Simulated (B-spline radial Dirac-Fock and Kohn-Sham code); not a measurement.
Co: eigenvalues, ΔSCF and the reference

System: the free cobalt atom, configuration [Ar] 3d7 4s1 4p1 (an excited configuration).

The density-functional columns are spherical, spin-unpolarised Dirac-Kohn-Sham results without Breit or QED terms: −ε is minus the orbital energy of the initial state and ΔSCF the difference of two total energies. The reference in the last column comes from ΔSCF Dirac-Fock with Breit, self-energy and vacuum polarisation, finite nucleus, configuration average. All numbers are from a B-spline atomic structure program, in eV; a selection of levels is shown. The Kohn-Sham columns are given as differences from the reference. For the 1s level of heavy atoms much of the gap between ΔSCF and the reference is the Breit and QED part, -12.8 eV here; for other levels the error of the functional can be larger.

| level | LDA −ε − DF | LDA ΔSCF − DF | Dirac-Fock |
| --- | --- | --- | --- |
| K | -147.3 | +12.7 | 7724.1 |
| L1 | -45.7 | -22.1 | 944.3 |
| L2 | -29.4 | -0.4 | 810.2 |
| L3 | -29.7 | -1.2 | 795.8 |
| M2 | -10.7 | -2.9 | 79.31 |
| M3 | -10.8 | -3.0 | 77.50 |
| M4,5 | -3.9 | +2.9 | 14.17 |
| N1 | -2.1 | +1.3 | 8.98 |
| N2,3 | -1.9 | +0.7 | 4.14 |

Values without a named source are computed, but for edge energies of neutral atoms, which are taken from tables.
